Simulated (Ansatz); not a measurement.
Br$_{2}$Zn, charge +1, doublet, geometry from GFN2-xTB (such geometries of metal compounds can be far from the true shape) (a state made from the parent by changing its charge; the spin is typed, not shown lowest).

Ansatz (a first-principles code) was given this input:
Ansatz 0.2 input:
```yaml
crystal:
  periodic: [false, false, false]
  atoms:
    - {symbol: Zn, position_ang: [0.00000000, 0.00000000, 0.00000000]}
    - {symbol: Br, position_ang: [-0.00000000, -0.00000000, -2.37688728]}
    - {symbol: Br, position_ang: [0.00000000, 0.00000000, 2.37688728]}
basis:
  gaussian:
    orbitals: cc-pVDZ
hamiltonian:
  xc: pbe
total_charge: 1
magnetization: {spin_polarized: true, initial_magnetization: 1}
```

### Question
Predict the number of basis functions from PBE/cc-pVDZ run with Ansatz.

### Answer
97

### Question
What <S^2> does PBE/cc-pVDZ give?

### Answer
0.752

### Question
Predict the total energy from PBE/cc-pVDZ.

### Answer
-6926.391946 Ha
